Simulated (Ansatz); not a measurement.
A run for Ansatz (an electronic-structure program): R-B3LYP/cc-pVTZ on H4 rectangle, a point of a bond scan (R = 4.000 Å).

Ansatz 0.2 input:
```yaml
crystal:
  periodic: [false, false, false]
  atoms:
    - {symbol: H, position_ang: [0.00000000, 0.00000000, 0.00000000]}
    - {symbol: H, position_ang: [0.00000000, 0.00000000, 1.00000000]}
    - {symbol: H, position_ang: [4.00000000, 0.00000000, 0.00000000]}
    - {symbol: H, position_ang: [4.00000000, 0.00000000, 1.00000000]}
basis:
  gaussian:
    orbitals: cc-pVTZ
    pivot_positions_ang: [[0.00000000, 0.00000000, 0.00000000], [0.00000000, 0.00000000, 1.00000000], [4.00000000, 0.00000000, 0.00000000], [4.00000000, 0.00000000, 1.00000000]]
hamiltonian:
  xc: {name: B3LYP}
scf: {lower_state_search: off}
output: {orbitals: {seedname: ./end}}
```

It printed:

```
WARN ansatz: RAYON_NUM_THREADS=2 ignored (pool sized by the plan → 2); use --threads N
Functional definition: B3LYP
these checks for a lower state are left out or cut short: stability, starts, cluster_reference, orbital_swaps, neighbouring_geometries, increment
integrals: 0.00 GiB planned
240 factors; their error is unknown
mean field: 0.07 GiB planned
mean field evaluation 1: about -62.6104 eV, gradient 5.9e0 eV
mean field evaluation 2: about -62.7448 eV, gradient 1.1e0 eV
mean field evaluation 4: about -62.7452 eV, gradient 3.1e-1 eV
mean field evaluation 8: about -62.7453 eV, gradient 1.2e-5 eV
mean field -62.74531127 eV, -2.3058476590 hartree, gradient 8.6e-7 eV, S^2 0.000000; 0 other end points of the search recorded, 0 dependent functions left out
reference -62.74554638 eV, -2.3058562990 hartree; 2, 2 occupied and 54, 54 virtual orbitals, 240 factors
Total energy: -62.74554638 eV, -2.3058562990 hartree
Checks for a lower state left out: stability, starts, cluster_reference, orbital_swaps, neighbouring_geometries, increment
```

The calculation finished and met its thresholds.

Cost: around 0.18 core-seconds (rough).
